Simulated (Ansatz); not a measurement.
A run for Ansatz (a first-principles code): R-CCSD(T)/def2-SVP on CH5ClGe (SMILES [CH3][GeH2][Cl]), a point of a torsion scan. The run froze 20 orbitals, filled d shells among them.

Ansatz 0.2 input:
```yaml
crystal:
  periodic: [false, false, false]
  atoms:
    - {symbol: C, position_ang: [-1.06431086, 0.15260340, 0.04136250]}
    - {symbol: Ge, position_ang: [0.85946772, -0.26516956, -0.05361437]}
    - {symbol: Cl, position_ang: [1.10884745, -2.33484363, 0.21450572]}
    - {symbol: H, position_ang: [-1.46461090, -0.14028976, 1.00930069]}
    - {symbol: H, position_ang: [-1.60535196, -0.39379425, -0.72781069]}
    - {symbol: H, position_ang: [-1.24495153, 1.21402420, -0.09880035]}
    - {symbol: H, position_ang: [1.47119406, 0.09307287, -1.38886378]}
    - {symbol: H, position_ang: [1.66335003, 0.42896716, 1.02217820]}
basis:
  gaussian:
    orbitals: def2-SVP
magnetization: {spin_polarized: false}
correlation: {method: ccsd_t, electrons: outside_noble_gas}
scf: {lower_state_search: off}
```

### Question
Give the final energy of this run.

### Answer
-2575.6866 hartree (reference determinant -2575.2538, T1 diagnostic 0.008).
